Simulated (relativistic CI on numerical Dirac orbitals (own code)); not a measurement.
## How well does a small relativistic CI reproduce Nd+?

Method of calculation: Dirac-Coulomb-Breit CI, orbitals from a KLI potential per configuration, model QED, valence Slater integrals scaled by 0.85, P86 correlation energy added to each configuration (own radial code, finite nucleus).

CI space (outside the closed core [Xe]): 4f4 6s, 4f4 5d, 4f3 5d2, 4f4 6p, 4f3 6s 5d, 4f3 6s2, 4f3 6s 6p, 4f4 6f, 4f3 6p2, 4f3 7s2, 4f2 6s2 5d, 4f 6s2 5d2, 4f 6s2 5d 6p, 4f2 6s 7s2, 4f2 5d 7s2, 4f2 6p 7s2, 4f 6s 5d 7s2, 4f 6s2 7s2, 4f 6s 6p 7s2, 4f2 6f 7s2, 4f2 6s2 7s, 4f 6s2 5d 7s, 4f 6s2 6p 7s. Double excitations out of closed p, d and f shells are left out; levels of such configurations are missing from the list, as are those of other unlisted configurations, and high levels can miss mixing partners.

| Configuration | Term (tabulated) | J | Measured (cm⁻¹) | Computed | Error | Purity (%) |
| --- | --- | --- | --- | --- | --- | --- |
| 4f4 6s | 6I | 7/2 | 0.0 | 0 | 0 | 98 |
| 4f4 6s | 6I | 9/2 | 513.3 | 632 | 119 | 87 |
| 4f4 6s | 6I | 11/2 | 1470.1 | 1555 | 85 | 89 |
| 4f4 6s | 4I | 9/2 | 1650.2 | 2286 | 636 | 87 |
| 4f4 6s | 6I | 13/2 | 2585.5 | 2645 | 59 | 93 |
| 4f4 6s | 4I | 11/2 | 3066.8 | 3755 | 689 | 89 |
| 4f4 6s | 6I | 15/2 | 3801.9 | 3846 | 44 | 95 |
| 4f4 5d | 6L | 11/2 | 4437.6 | 1340 | -3098 | 97 |
| 4f4 6s | 4I | 13/2 | 4512.5 | 5270 | 757 | 90 |
| 4f4 6s | 6I | 17/2 | 5085.6 | 5124 | 39 | 96 |
| 4f4 5d | 6L | 13/2 | 5487.7 | 2323 | -3165 | 98 |
| 4f4 6s | 4I | 15/2 | 5985.6 | 6802 | 817 | 93 |
| 4f4 5d | 6K | 9/2 | 6005.3 | 3261 | -2745 | 96 |
| 4f4 5d | 6L | 15/2 | 6637.4 | 3414 | -3224 | 98 |
| 4f4 5d | 6K | 11/2 | 6931.8 | 4134 | -2797 | 96 |
| 4f4 5d | 6I | 7/2 | 7524.7 | 6161 | -1364 | 95 |
| 4f4 5d | 6L | 17/2 | 7868.9 | 4595 | -3274 | 98 |
| 4f4 5d | 6K | 13/2 | 7950.1 | 5106 | -2844 | 94 |
| 4f3 5d2 | 6M° | 13/2 | 8009.8 | -6930 | -14940 | 93 |
| 4f4 5d | 6I | 9/2 | 8420.3 | 6934 | -1486 | 96 |
| 4f4 5d | 6G † | 3/2 | 8716.4 | 7061 | -1655 | 96 |
| 4f4 5d | 6G † | 5/2 | 8796.4 | 7448 | -1348 | 91 |
| 4f4 5d | 6K | 15/2 | 9042.8 | 6176 | -2867 | 96 |
| 4f4 5d | 6L | 19/2 | 9166.2 | 5848 | -3318 | 98 |
| 4f4 5d | 6G | 7/2 | 9198.4 | 8022 | -1176 | 80 |
| 4f4 5d | 6I | 11/2 | 9357.9 | 7813 | -1545 | 96 |
| 4f3 5d2 | 6M° | 15/2 | 9448.2 | -5640 | -15088 | 96 |
| 4f4 5d | 6H | 5/2 | 9674.8 | 9410 | -265 | 72 |
| 4f4 5d | 6K | 17/2 | 10194.8 | 7314 | -2881 | 95 |
| 4f4 5d | 6I | 13/2 | 10337.1 | 8789 | -1548 | 95 |
| 4f4 5d | 6L | 21/2 | 10516.8 | 7159 | -3358 | 97 |
| 4f4 5d | 6H | 7/2 | 10666.8 | 10305 | -362 | 81 |
| 4f4 5d | 6G | 9/2 | 10883.2 | 8819 | -2064 | 73 |
| 4f3 5d2 | 6M° | 17/2 | 10980.5 | -4233 | -15214 | 97 |
| 4f4 5d | 6I | 15/2 | 11373.5 | 9845 | -1529 | 94 |
| 4f4 5d | 6K | 19/2 | 11392.2 | 8507 | -2885 | 94 |
| 4f4 5d | 6H | 9/2 | 11709.6 | 11252 | -457 | 83 |
| 4f4 5d | 6G † | 11/2 | 12021.3 | 9891 | -2131 | 76 |
| 4f4 5d | 6G † | 13/2 | 12334.2 | 11188 | -1147 | 84 |
| 4f4 5d | 6I | 17/2 | 12460.0 | 10957 | -1503 | 92 |
| 4f3 5d2 | 6M° | 19/2 | 12600.8 | -2721 | -15322 | 98 |
| 4f4 5d | 6H | 11/2 | 12887.1 | 12318 | -569 | 74 |
| 4f3 5d2 | 6M° | 21/2 | 14299.3 | -1116 | -15415 | 99 |
| 4f4 5d | 6H | 15/2 | 14482.0 | 14136 | -346 | 94 |
| 4f3 5d2 | 6M° | 23/2 | 16064.1 | 566 | -15498 | 99 |

Measured levels from NIST Handbook of Basic Atomic Spectroscopic Data (Sansonetti and Martin, J. Phys. Chem. Ref. Data 34, 1559 (2005)); pairs were made by configuration, J and term (by order where the table uses no LS term), so strongly mixed levels may be paired wrongly.

Mean error by configuration (cm⁻¹): 4f4 6s 361; 4f4 5d -2027; 4f3 5d2 -15246. Over the excited levels the mean absolute error is 3635 cm⁻¹ (44 of the 44 excited levels that our extract of the source holds in range could be paired), and the median relative error of those above 1,000 cm⁻¹ is 22 %. Some levels of the ground configuration have no partner. † marks terms whose computed intervals miss the measured ones by more than a factor of 2.5, or configurations far off the rest, from wrong mixing, a near crossing or a doubtful label or measurement; they are left out of the means.
